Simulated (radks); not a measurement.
Results of a calculation; reference values are marked as such.
Task: Valence configurations of Ge I (all share [Ar]). Code: a radial shooting solver on a logarithmic mesh with Libxc functionals. Model: Dirac Kohn-Sham, PBE, spin-unpolarised, spherical densities, point nucleus; open shells fill j = l - 1/2 first. Order these by energy: 3d7 4s2 4p5; 3d9.5 4p4.5; 3d9 4s2 4p3; 3d10 4s1 4p3; 3d8 4s2 4p4; 3d10 4p4; 3d10 4s2 4p2; 3d7.5 4s2 4p4.5; 3d9 4s1 4p4.

Result: From the lowest, in eV above it: 3d10 4s2 4p2 0.000; 3d10 4s1 4p3 8.013; 3d10 4p4 16.290; 3d9 4s2 4p3 29.370; 3d9.5 4p4.5 30.934; 3d9 4s1 4p4 38.414; 3d8 4s2 4p4 67.581; 3d7.5 4s2 4p4.5 90.181; 3d7 4s2 4p5 115.20. NIST lists [Ar] 3d10 4s2 4p2 as the ground configuration; this level of theory agrees among the configurations tried. The energies are those of spherical spin-averaged densities, not of single terms.
